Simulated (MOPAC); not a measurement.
Job for MOPAC: AM1 on AsH, 2S+1 = 3, a spin state set in the input, which need not be the lowest, a point of a bond scan (R = 1.677 Å).

```
AM1 1SCF PRECISE CHARGE=0 UHF MS=1 THREADS=1
AsH

H      0.00000000 1     0.00000000 1     0.00000000 1
As     0.00000000 1     0.00000000 1     1.67669000 1
```

It printed:

```
*******************************************************************************
 **                                                                           **
 **                              MOPAC v23.2.5                                **
 **                                                                           **
 *******************************************************************************
 ** MOPAC's Digital Object Identifier: https://doi.org/10.5281/zenodo.6511958 **
 **                                                                           **
 ** Please cite the open-source release paper for use of this MOPAC version:  **
 ** J. E. Moussa and J. J. P. Stewart (2026)                                  **
 ** MOPAC: An open-source semiempirical molecular orbital program             **
 ** J. Open Source Softw., 11(119), 8025, https://doi.org/10.21105/joss.08025 **
 *******************************************************************************

                              AM1 CALCULATION RESULTS

 *******************************************************************************
 *  AM1        - The AM1 Hamiltonian to be used
 *  UHF        - UNRESTRICTED HARTREE-FOCK CALCULATION
 *
 *
 *
 *                 CHARGE ON SYSTEM = 0
 *
 *
 *
 *  MS=        - IN MECI, MAGNETIC COMPONENT OF SPIN =  1.0
 *  PRECISE    - TIGHTER CRITERIA TO BE USED
 *  1SCF       - DO 1 SCF AND THEN STOP
 *  THREADS=1  - MULTI-THREADING NOT USED
 *  T=         - A TIME OF 172800.0 SECONDS REQUESTED
 *  DUMP=N     - RESTART FILE WRITTEN EVERY 7200.0 SECONDS REQUESTED
 *******************************************************************************
AM1 1SCF PRECISE CHARGE=0 UHF MS=1 THREADS=1
 AsH

   ATOM   CHEMICAL          X               Y               Z
  NUMBER   SYMBOL      (ANGSTROMS)     (ANGSTROMS)     (ANGSTROMS)

     1       H          0.00000000  *   0.00000000  *   0.00000000  *
     2      As          0.00000000  *   0.00000000  *   1.67669000  *



          CARTESIAN COORDINATES

    NO.       ATOM           X           Y           Z

     1         H          0.0000      0.0000      0.0000
     2        As          0.0000      0.0000      1.6767

  H: (AM1): M.J.S. DEWAR ET AL, J. AM. CHEM. SOC. 107 3902-3909 (1985)
 As: (AM1): J. J. P. STEWART, J. MOL. MOD., 10, 155-164 (2004)

           Empirical Formula: H As  =     2 atoms



      MOLECULAR POINT GROUP   :   C*v


          UHF CALCULATION, NO. OF ALPHA ELECTRONS =    4
                           NO. OF BETA  ELECTRONS =    2

 -------------------------------------------------------------------------------
 AM1 1SCF PRECISE CHARGE=0 UHF MS=1 THREADS=1
 AsH



     1SCF WAS SPECIFIED, SO BFGS WAS NOT USED
     SCF FIELD WAS ACHIEVED


                              AM1 CALCULATION
                                                       MOPAC v23.2.5 Linux




          FINAL HEAT OF FORMATION =         55.60695 KCAL/MOL =     232.65949 KJ/MOL


          COSMO AREA              =         64.80 SQUARE ANGSTROMS
          COSMO VOLUME            =         48.53 CUBIC ANGSTROMS

          IONIZATION POTENTIAL    =          9.202296 EV
          ALPHA SOMO LUMO (EV)    =         -9.202  1.093
          BETA  SOMO LUMO (EV)    =        -11.213 -1.176
          NO. OF ALPHA ELECTRONS  =          4
          NO. OF BETA  ELECTRONS  =          2
          MOLECULAR WEIGHT        =         75.9295         POINT GROUP:  C*v

          MOLECULAR DIMENSIONS (Angstroms)

            Atom       Atom       Distance
           As     2    H     1     1.67669
           As     2    H     1     0.00000
            H     1   As     2     0.00000


          SCF CALCULATIONS        =          1





   ATOM   CHEMICAL          X               Y               Z
  NUMBER   SYMBOL      (ANGSTROMS)     (ANGSTROMS)     (ANGSTROMS)

     1       H          0.00000000  *   0.00000000  *   0.00000000  *
     2      As          0.00000000  *   0.00000000  *   1.67669000  *

                             CARTESIAN COORDINATES

   1    H        0.000000000     0.000000000     0.000000000
   2   As        0.000000000     0.000000000     1.676690000


           Empirical Formula: H As  =     2 atoms



      MOLECULAR POINT GROUP   :   C*v


          ALPHA EIGENVALUES
 -18.22321 -11.39629  -9.20230  -9.20230   1.09297


           BETA EIGENVALUES
 -17.12814 -11.21275  -1.17589  -1.17589   1.15157


              NET ATOMIC CHARGES AND DIPOLE CONTRIBUTIONS

  ATOM NO.   TYPE          CHARGE      No. of ELECS.   s-Pop       p-Pop
    1          H          -0.062133        1.0621     1.06213
    2         As           0.062133        4.9379     1.96367     2.97419
 DIPOLE           X         Y         Z       TOTAL
 POINT-CHG.     0.000     0.000     0.500     0.500
 HYBRID        -0.000     0.000    -1.180     1.180
 SUM           -0.000     0.000    -0.680     0.680


          ATOMIC ORBITAL ELECTRON POPULATIONS

     Atom    s        px        py        pz
    1  H   1.06213
    2 As   1.96367   1.00000   1.00000   0.97419


                    (SZ)    =    1.000000
                    (S**2)  =    2.002107


          ATOMIC ORBITAL SPIN POPULATIONS

    Atom   Total    s     px     py     pz
         Atomic
    1  H -0.0458 -0.046
    2 As  2.0458  0.002  1.000  1.000  0.044

 **********************
 *                    *
 * JOB ENDED NORMALLY *
 *                    *
 **********************




 == MOPAC DONE ==
```

The run finished.

Cost: roughly 0.020 core-seconds.
